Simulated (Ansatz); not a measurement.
System: HGeOF, charge 0, singlet. HGeOF (SMILES [OH][Ge][F]).
B3LYP-D3(BJ)/def2-TZVP minimum from Ansatz (a quantum-chemistry and plane-wave program):
```xyz
4

Ge     0.0917    -0.0482     0.4117
F      0.2695     1.3705    -0.6176
O     -0.5725    -1.0995    -0.8782
H     -0.7799    -1.9972    -0.5923
```

Total energies in hartree (Ansatz). Radicals and triplets start from unrestricted determinants; spin-orbit coupling is neglected. Cores are frozen in correlated methods (noble-gas shells, and filled d and f shells in the p block). No relativity. Where a partner has so few electrons that a lower coupled-cluster level is exact, that level stands in.

| species | HF/cc-pVTZ | CCSD(T)/cc-pVTZ | HF/cc-pVQZ | CCSD(T)/cc-pVQZ | CCSDT(Q)/cc-pVTZ |
|---|---|---|---|---|---|
| 1: HGeOF (SMILES [OH][Ge][F]) | -2250.42340 | -2251.04618 | -2250.44434 | -2251.11605 | -2251.04771 |
| 2: Ge (triplet) | -2075.36107 | -2075.42794 | -2075.36359 | -2075.43284 | -2075.42848 |
| 3: F (doublet) | -99.40552 | -99.62036 | -99.41377 | -99.65026 | -99.62061 |
| 4: O (triplet) | -74.81176 | -74.97396 | -74.81729 | -74.99357 | -74.97430 |
| 5: H (doublet) | -0.49981 | -0.49981 | -0.49995 | -0.49995 | -0.49981 |

Problem. Work out the atomisation energy (electronic, to ground-state atoms) in kJ/mol: take Hartree-Fock from cc-pVQZ, extrapolate the CCSD(T) correlation energy as X^-3 (X = 3, 4), and add CCSDT(Q) - CCSD(T) in cc-pVTZ. 1 hartree = 2625.5 kJ/mol.

Solution. 
Species 1: correlation (64·(-0.67171) - 27·(-0.62278))/37 = -0.70742; step -0.00153; E1 = -2250.44434 + (-0.70742) + (-0.00153) = -2251.15329
Species 2: correlation (64·(-0.06925) - 27·(-0.06687))/37 = -0.07099; step -0.00054; E2 = -2075.36359 + (-0.07099) + (-0.00054) = -2075.43512
Species 3: correlation (64·(-0.23649) - 27·(-0.21484))/37 = -0.25229; step -0.00025; E3 = -99.41377 + (-0.25229) + (-0.00025) = -99.66631
Species 4: correlation (64·(-0.17628) - 27·(-0.16220))/37 = -0.18655; step -0.00034; E4 = -74.81729 + (-0.18655) + (-0.00034) = -75.00418
Species 5: correlation (64·(0.00000) - 27·(0.00000))/37 = 0.00000; step +0.00000; E5 = -0.49995 + (0.00000) + (+0.00000) = -0.49995
-1·E1 +1·E2 +1·E3 +1·E4 +1·E5 = 0.54773 hartree = 1438.1 kJ/mol.
